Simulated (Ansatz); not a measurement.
Geometry optimisation, RKS BHLYP/def2-SVP in Ansatz.

input.yaml

```yaml
crystal:
  periodic: [false, false, false]
  atoms:
    - { symbol: Hf, position_ang: [-0.437558, -0.050159, -0.576926] }
    - { symbol: F, position_ang: [-0.237343, 0.286183, 2.578285] }
    - { symbol: F, position_ang: [1.243597, 0.227893, 0.272637] }
    - { symbol: F, position_ang: [-0.840077, 1.331613, -1.814235] }
    - { symbol: F, position_ang: [-0.538293, -1.762457, -1.389395] }
    - { symbol: Si, position_ang: [-2.632315, -0.01068, 0.901332] }
    - { symbol: H, position_ang: [-3.843537, -0.431866, 0.147717] }
    - { symbol: H, position_ang: [-2.557084, -0.913063, 2.093339] }
    - { symbol: H, position_ang: [-2.895659, 1.351389, 1.442943] }
    - { symbol: H, position_ang: [-0.991832, -0.028854, 2.997904] }
basis:
  gaussian: { orbitals: def2-SVP }
hamiltonian:
  xc: { name: BHLYP }
relax:
  f_tol: 0.03
  max_steps: 50
```

Command:

```bash
$ ansatz run input.yaml --threads 4 --pin off --max-ram 5120MiB --backend cpu --events-out ev --progress --plain --runs-dir out
```

Question: Where does it end, and by what steps?

Answer: The forces met the threshold. The force dipped under the threshold on the way, but the program's further checks kept it going. After 21 steps the energy has fallen by 0.546 eV; F2 moved furthest, 1.36 Å. Joined: Hf1–F2 (3.18 → 2.36 Å).

| step | energy less start (eV) | largest force component (eV/Å) | accepted |
| --- | --- | --- | --- |
| 0 | 0.0000 | 0.975 | yes |
| 1 | 0.1056 | 1.479 | no |
| 2 | -0.0593 | 0.522 | yes |
| 3 | -0.0667 | 0.555 | yes |
| 4 | -0.0748 | 0.467 | yes |
| 5 | -0.0920 | 0.348 | yes |
| 6 | -0.1228 | 0.416 | yes |
| 7 | -0.1816 | 0.565 | yes |
| 8 | -0.2846 | 0.559 | yes |
| 9 | -0.3814 | 0.459 | yes |
| 10 | -0.4646 | 0.460 | yes |
| 11 | -0.5135 | 0.625 | yes |
| 12 | -0.5173 | 0.759 | yes |
| 13 | -0.5315 | 0.487 | yes |
| 14 | -0.5421 | 0.083 | yes |
| 15 | -0.5445 | 0.057 | yes |
| 16 | -0.5455 | 0.062 | yes |
| 17 | -0.5455 | 0.091 | no |
| 18 | -0.5460 | 0.030 | yes |
| 19 | -0.5463 | 0.033 | yes |
| 20 | -0.5463 | 0.044 | yes |
| 21 | -0.5464 | 0.018 | yes |

```xyz
10
Properties=species:S:1:pos:R:3
Hf -0.331 0.039 -0.297
F -0.141 -0.870 1.875
F 0.998 1.205 0.420
F -0.807 0.837 -1.951
F 0.030 -1.780 -0.741
Si -2.787 0.333 0.984
H -3.933 -0.421 0.416
H -2.578 -0.280 2.357
H -3.223 1.724 1.267
H -0.960 -0.786 2.324
```

Whether the end is a true minimum wasn't checked by a vibrational analysis.

Run time: 64 s on 4 threads of Arm Neoverse V1, on a shared host, peak memory 0.33 GiB.
